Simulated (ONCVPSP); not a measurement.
# cadmium: excitation energies, all-electron against ONCV

ONCVPSP 4.0.1 input, shortened (lines: element, Z, core and valence counts, functional; n l f; lmax; l rc ep ncon nbas qcut; lloc lpopt rc5 dvloc0; l nproj debl; icmod fcfact rcfact), LDA (Perdew-Wang 92), scalar-relativistic:

```
  Cd 48.00    7    3  -001012      upf
    1    0    2.00
    2    0    2.00
    2    1    6.00
    3    0    2.00
    3    1    6.00
    3    2   10.00
    4    0    2.00
    4    1    6.00
    4    2   10.00
    5    0    2.00
    2
    0    2.50    0.00    4    8    2.20
    1    1.15    0.00    4    7    9.90
    2    1.80    0.00    5    9   10.00
    4    5    1.10    1.00
    0    1    2.10
    1    2    1.90
    2    1    1.60
    3    5.75    1.40
```

In the p channel the program set the typed energies aside and used -2.462, 0.250 Ha.

Energies are relative to the spin-unpolarised reference configuration 4p6 4d10 5s2; without spin polarisation the order of configurations can differ from experiment.

```
valence configuration  charge  ΔE all-electron (eV)  error AE − PS (meV)
         4p6 4d10 5s1      +1                 9.622                 -3.0
         4p6 4d10 5s0      +2                27.136                  -32
          4p6 4d9 5s0      +3                65.397                  -82
     4p6 4d10 5s0 5p2       0                 9.912                  -25
```

Note: ghosts flagged at negative energy: s at -171.5 eV; no localised positive-energy state flagged. A true bound ghost makes a file unfit for plane-wave use.
